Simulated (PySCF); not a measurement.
A calculated (PBE0, PySCF 2.14, aug-cc-pVTZ-X2C, the spin-free X2C one-electron Hamiltonian (Gaussian nucleus)) atom or ion has these occupied shells.

```tsv
shell	electrons	orbital energy (eV)	rms radius, mean of both spins (bohr)
1s	2	-37301.4	0.0292
2s	2	-5933.7	0.119
2p	6	-5325.9	0.106
3s	2	-1274.5	0.311
3p	6	-1077.9	0.311
3d	10	-789.63	0.289
4s	2	-265.34	0.716
4p	6	-201.03	0.762
4d	10	-106.29	0.862
5s	2	-48.639	1.74
5p	6	-32.565	2.01
```

Q: Name the element and its charge.

A: Ba²⁺ (barium, charge +2), in [Xe], closed-shell 1S.
